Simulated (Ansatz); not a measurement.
Input file for Ansatz (an electronic-structure program): R-CCSD(T)/def2-SVPD on H2MoO4 (SMILES [O]=[Mo](=[O])([OH])[OH]). Elements past Kr take the def2 small-core potentials; no spin–orbit coupling.

Ansatz 0.2 input:
```yaml
crystal:
  periodic: [false, false, false]
  atoms:
    - {symbol: Mo, position_ang: [0.37900717, 0.00000072, -0.00000043]}
    - {symbol: O, position_ang: [1.35472976, 0.95807192, 0.99046339]}
    - {symbol: O, position_ang: [1.35473155, -0.95807121, -0.99046185]}
    - {symbol: O, position_ang: [-0.70129954, 1.08980568, -1.09083320]}
    - {symbol: O, position_ang: [-0.70129460, -1.08980738, 1.09083437]}
    - {symbol: H, position_ang: [-0.84288551, 2.02954815, -0.93187708]}
    - {symbol: H, position_ang: [-0.84288883, -2.02954787, 0.93187479]}
basis:
  gaussian:
    orbitals: def2-SVPD
magnetization: {spin_polarized: false}
correlation: {method: ccsd_t, electrons: outside_noble_gas}
scf: {lower_state_search: off}
```

It printed:

```
WARN ansatz: RAYON_NUM_THREADS=4 ignored (pool sized by the plan → 4); use --threads N
Functional definition: HF
these checks for a lower state are left out or cut short: stability, starts, cluster_reference, orbital_swaps, neighbouring_geometries, increment
integrals: 0.36 GiB planned
1369 factors; integrals over basis functions are off by at most 1.1e-3 eV
mean field: 0.55 GiB planned
mean field evaluation 1: about -9997.9340 eV, gradient 8.9e1 eV
mean field evaluation 2: about -9998.2984 eV, gradient 8.9e1 eV
mean field evaluation 4: about -10012.6647 eV, gradient 1.5e1 eV
mean field evaluation 8: about -10013.1182 eV, gradient 1.4e0 eV
mean field evaluation 16: about -10013.1244 eV, gradient 2.3e-6 eV
mean field -10013.12436559 eV, -367.9755332961 hartree, gradient 2.3e-6 eV, S^2 0.000000; 0 other end points of the search recorded, 0 dependent functions left out
8 core orbitals not correlated
reference -10013.12436559 eV, -367.9755332961 hartree; 16, 16 occupied and 118, 118 virtual orbitals, 1369 factors
second order -30.11001805 eV of doubles, -0.00000000 eV of singles
coupled cluster: 1.11 GiB planned
cycle   1  -25.64514427 eV  change     4.5e0 eV  update   3.5e-1
cycle   2  -27.76834472 eV  change    -2.1e0 eV  update   2.4e-1
cycle   3  -28.07384792 eV  change   -3.1e-1 eV  update   4.4e-2
cycle   4  -28.09661553 eV  change   -2.3e-2 eV  update   1.9e-2
cycle   5  -28.07814640 eV  change    1.8e-2 eV  update   5.2e-3
cycle   6  -28.08367142 eV  change   -5.5e-3 eV  update   2.0e-3
cycle   7  -28.08351080 eV  change    1.6e-4 eV  update   8.9e-4
cycle   8  -28.08202934 eV  change    1.5e-3 eV  update   3.3e-4
cycle   9  -28.08220173 eV  change   -1.7e-4 eV  update   1.2e-4
cycle  10  -28.08234820 eV  change   -1.5e-4 eV  update   4.6e-5
cycle  11  -28.08228505 eV  change    6.3e-5 eV  update   2.6e-5
cycle  12  -28.08226719 eV  change    1.8e-5 eV  update   1.2e-5
perturbative correction -1.64654962 eV, -0.0605095825 hartree
Total energy: -10042.85318240 eV, -369.0680471629 hartree
Checks for a lower state left out: stability, starts, cluster_reference, orbital_swaps, neighbouring_geometries, increment
```

Self-consistency was reached.

Cost: roughly 50 core-seconds.
